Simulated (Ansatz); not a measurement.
**Molecular dynamics of C₃H₁₁Al**

input.yaml

```yaml
crystal:
  periodic: [false, false, false]
  atoms:
    - { symbol: Al, position_ang: [-0.8569, 0.8399, -0.4025] }
    - { symbol: C, position_ang: [0.3907, -1.0233, 0.0618] }
    - { symbol: C, position_ang: [0.3072, -1.2152, -1.4627] }
    - { symbol: H, position_ang: [-2.3481, 0.4432, -0.3803] }
    - { symbol: H, position_ang: [-0.3997, 1.8051, -1.5206] }
    - { symbol: H, position_ang: [0.1918, 0.1761, 0.7627] }
    - { symbol: C, position_ang: [0.0989, 1.2827, 1.6279] }
    - { symbol: H, position_ang: [-0.257, -1.7714, 0.5361] }
    - { symbol: H, position_ang: [1.4097, -1.2535, 0.382] }
    - { symbol: H, position_ang: [0.3822, -2.2638, -1.7558] }
    - { symbol: H, position_ang: [-0.655, -0.8365, -1.8585] }
    - { symbol: H, position_ang: [1.0986, -0.6619, -1.9676] }
    - { symbol: H, position_ang: [1.1599, 1.5457, 1.6443] }
    - { symbol: H, position_ang: [-0.4201, 2.2388, 1.8064] }
    - { symbol: H, position_ang: [-0.1023, 0.6941, 2.527] }
magnetization:
  spin_polarized: true
basis:
  gaussian: { orbitals: STO-3G }
hamiltonian:
  xc: pbe0
  dispersion: d4
md:
  timestep: 0.5
  n_steps: 150
  ensemble: nve
  temperature: 100.0
  initial_velocities: maxwell_boltzmann
  seed: 168733
```

Command:

```bash
$ ansatz run input.yaml --threads 1 --pin off --max-ram 2048MiB --backend cpu --events-out ev --progress --plain --runs-dir out
```

It starts from a rough guess of a transition structure, not a stationary point.

Output, in part (step lines, the closing report, with atoms numbered from 0):

```
md step     0: t =     0.00 fs  T =   100.0 K  F+E_penalty+E_count = -9759.58305373 eV  E_kin = 0.168038 eV  conserved = -9759.41501573 eV  (23 SCF iters)
md step     1: t =     0.50 fs  T =   106.8 K  F+E_penalty+E_count = -9759.59459254 eV  E_kin = 0.179530 eV  conserved = -9759.41506275 eV  (22 SCF iters)
md step     2: t =     1.00 fs  T =   118.4 K  F+E_penalty+E_count = -9759.61389995 eV  E_kin = 0.198926 eV  conserved = -9759.41497376 eV  (23 SCF iters)
md step     3: t =     1.50 fs  T =   135.4 K  F+E_penalty+E_count = -9759.64240740 eV  E_kin = 0.227604 eV  conserved = -9759.41480313 eV  (22 SCF iters)
md step     4: t =     2.00 fs  T =   159.6 K  F+E_penalty+E_count = -9759.68278979 eV  E_kin = 0.268120 eV  conserved = -9759.41466940 eV  (26 SCF iters)
md step     5: t =     2.50 fs  T =   191.9 K  F+E_penalty+E_count = -9759.73718800 eV  E_kin = 0.322494 eV  conserved = -9759.41469418 eV  (25 SCF iters)
md step     6: t =     3.00 fs  T =   232.4 K  F+E_penalty+E_count = -9759.80541197 eV  E_kin = 0.390469 eV  conserved = -9759.41494283 eV  (26 SCF iters)
md step     7: t =     3.50 fs  T =   278.9 K  F+E_penalty+E_count = -9759.88401951 eV  E_kin = 0.468602 eV  conserved = -9759.41541753 eV  (26 SCF iters)
[... lines left out ...]
Total energy: -9761.54693621 eV, -358.7302332915 hartree
Atom 0 at    -1.132426     1.554335     0.035908 Å, force     0.753852    -0.674579    -0.021626 eV/Å
Atom 1 at     0.900186    -2.688078    -0.432998 Å, force    -5.094912    -1.742147    -0.873119 eV/Å
Atom 2 at     0.737113    -1.826616    -1.724795 Å, force     0.159345     0.815103     1.133491 eV/Å
Atom 3 at    -1.317469     0.093823     0.303731 Å, force    -0.633979    -0.181689    -0.630453 eV/Å
Atom 4 at    -0.666297     2.221342    -1.206066 Å, force    -0.582521     0.033675    -0.636713 eV/Å
Atom 5 at     1.829709    -2.614968     0.030993 Å, force     2.642348     0.214726     0.779019 eV/Å
Atom 6 at    -0.408711     2.299150     1.572162 Å, force     0.489782     0.127305    -0.393072 eV/Å
Atom 7 at     0.118273    -2.305502     0.353790 Å, force     1.573720    -1.191292    -1.712482 eV/Å
Atom 8 at     0.698564    -3.807250    -0.720102 Å, force     0.286807     2.389385     1.121037 eV/Å
Atom 9 at     0.992979    -2.321672    -2.659747 Å, force     0.184516    -0.441484    -0.104951 eV/Å
Atom 10 at    -0.292009    -1.430804    -1.811171 Å, force     0.308089    -0.275374     0.030298 eV/Å
Atom 11 at     1.407320    -0.968246    -1.598576 Å, force    -0.065515     0.259724    -0.370014 eV/Å
Atom 12 at     0.638776     2.186551     1.214075 Å, force    -0.133248     0.356964     0.712367 eV/Å
Atom 13 at    -0.580975     3.345843     1.821209 Å, force     0.088784    -0.107423     0.352097 eV/Å
Atom 14 at    -0.538796     1.603918     2.395571 Å, force     0.022932     0.417104     0.614119 eV/Å
Dipole moment:    -0.265127     0.055920    -0.111532 e Å
```

The steps, from the saved trajectory:

```csv
time (fs),T (K),potential energy less start (eV),conserved less start (meV/atom)
0.0,100,0.000,0.00
2.5,192,-0.154,0.02
5.0,407,-0.519,-0.21
7.5,370,-0.450,0.24
10.0,818,-1.213,-0.42
12.5,804,-1.183,0.08
15.0,1185,-1.827,-0.26
17.5,1183,-1.816,0.22
20.0,1368,-2.139,-0.52
22.5,1012,-1.532,0.06
25.0,1080,-1.653,-0.36
27.5,1019,-1.541,0.23
30.0,1404,-2.194,-0.24
32.5,1469,-2.301,-0.02
35.0,1703,-2.701,-0.43
37.5,1533,-2.408,-0.02
40.0,1438,-2.250,-0.11
42.5,1233,-1.905,-0.06
45.0,1189,-1.834,-0.27
47.5,1142,-1.753,-0.17
50.0,1153,-1.771,-0.06
52.5,1192,-1.836,-0.04
55.0,1381,-2.156,-0.22
57.5,1556,-2.453,-0.39
60.0,1523,-2.393,-0.08
62.5,1496,-2.349,-0.18
65.0,1308,-2.030,-0.03
67.5,1335,-2.081,-0.37
70.0,1297,-2.014,-0.18
72.5,1278,-1.981,-0.11
75.0,1269,-1.964,-0.02
```

The run went to its last step. The conserved energy stayed within 0.64 meV per atom of its start (net change -0.018 meV per atom), so the integration is sound. The system heated up, since it started high on the potential surface and ran downhill. A run of 0.075 ps of so small a system gives no equilibrium averages. The orbitals stay closed-shell, which can raise the energy where a bond breaks towards radicals; this wasn't checked here. Limits of this set-up: minimal basis.

The step under study would form Al1–C7, C2–H6 and break Al1–C2, H6–C7. These pairs go: Al1–C7 2.29 → 1.85 Å, C2–H6 1.40 → 1.04 Å, Al1–C2 2.29 → 4.73 Å, H6–C7 1.41 → 5.62 Å. In the last frame they stand as after the step (other bonds may differ from the relaxed reactants and products). Also parted: Al1–H6 1.70 → 5.11 Å. It ends as C2H6 + CH5Al. Pairs count as bonded within 1.25 times the sum of covalent radii (0.12 Å more for H–H).

Last frame:

```xyz
15
Properties=species:S:1:pos:R:3
Al -1.132 1.554 0.036
C 0.900 -2.688 -0.433
C 0.737 -1.827 -1.725
H -1.317 0.094 0.304
H -0.666 2.221 -1.206
H 1.830 -2.615 0.031
C -0.409 2.299 1.572
H 0.118 -2.305 0.354
H 0.699 -3.807 -0.720
H 0.993 -2.322 -2.660
H -0.292 -1.431 -1.811
H 1.407 -0.968 -1.599
H 0.639 2.187 1.214
H -0.581 3.346 1.821
H -0.539 1.604 2.396
```

Time of the run: 4.5 min on 1 thread of Intel(R) Xeon(R) 6975P-C (Granite Rapids), with other jobs on the host, peak memory 0.15 GiB.
